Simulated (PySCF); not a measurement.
AlCl3, SMILES [Cl][Al-]([Cl])[Cl], charge -1, multiplicity 2. The structure is a stationary point at TPSSh-D3(BJ)/def2-SVPD.

Computed equilibrium geometry at TPSSh-D3(BJ)/def2-SVPD (PySCF confirms it by a frequency run) as Cartesian coordinates in Å, and its point group:
point group C3v.
```xyz
4

Al     0.0000     0.0000    -0.6478
Cl     1.7943     1.0359     0.1651
Cl     0.0000    -2.0718     0.1651
Cl    -1.7943     1.0359     0.1651
```
Charge -1, spin multiplicity 2.
